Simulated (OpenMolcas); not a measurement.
## Au⁺: effect of the active space

```yaml
Program: OpenMolcas 26.06
Method: CASSCF or its RAS form
Basis: ANO-RCC-VTZP
Scalar_Hamiltonian: DKH2, point nucleus
Spin-orbit_coupling: state interaction with AMFI integrals over the reference wave functions, term energies averaged over their components
```

A. 10 electrons in 6 orbitals (5d 6s); 2S+1 = 3 even, 15 roots (5 in the spin-orbit step); 2S+1 = 1 even, 6 roots; cost about 11 core-seconds
B. 10 electrons in 9 orbitals (RAS2 5d 6s; RAS3 6p, at most 2 electrons); 2S+1 = 1 even, 20 roots; 2S+1 = 3 even, 15 roots kept (CI in the orbitals of an earlier block); 2S+1 = 1 odd, 7 roots (0 in the spin-orbit step); 2S+1 = 3 odd, 3 roots kept (CI in the orbitals of an earlier block); cost about 100 core-seconds

Energies in cm-1 above 5d10 1S0, the measured ground level; measured values from NIST Handbook of Basic Atomic Spectroscopic Data.

```csv
Level,A,B,Measured
5d10 1S0,0.0,0.0,0.0
5d9 6s 3D3,11736,557,15040
5d9 6s 3D2 [55 %],13971,3193,
5d9 6s 3D1,24779,13519,27766
5d9 6s 1D2 [55 %],26279,15535,
```

Deviations, from unrounded energies. A percentage is the sum of absolute deviations over the sum of measured energies, with the sign that they share, or ± where signs differ.

| Against measurement | Levels | A | B |
| --- | --- | --- | --- |
| mean absolute deviation (cm-1) | 2 | 3100 | 14000 |
| other configurations (%) | 2 | -14.7 | -67.1 |

A lies closest to measurement on these levels. The largest miss of A in the table is 5d9 6s 3D3, by -3300 cm-1. The ranking rests on the paired levels alone, and a cruder setting can come out closer through cancelling errors.

Between A and B the level of the table that moves most is 5d9 6s 3D1, by 11000 cm-1 (lowest in B, highest in A).

Some high roots are left out of the spin-orbit mixing, which shifts the levels that they would mix with. Without dynamic correlation excited terms often stand tens of per cent too high (terms of higher spin than the ground term too low), and those without a measured partner can miss by more than the paired ones. A single d shell beside an s shell can misplace configurations of different d count against each other. Terms from blocks run as CI alone lack orbitals of their own (holds for B). Computed and measured levels are paired by configuration, term and J; levels that our copy of the source lacks, or whose pairing is in doubt (as where it misses far off the trend of its configuration), stay unpaired and out of the deviations. Where the source uses jj or jK labels, the order within each J decides. Levels of configurations outside the active space are missing. The table leaves out levels that lie high or whose names do not pair safely across all columns.

A share in square brackets marks a mixed level and gives the weight of the term that names it, the lowest over the columns.
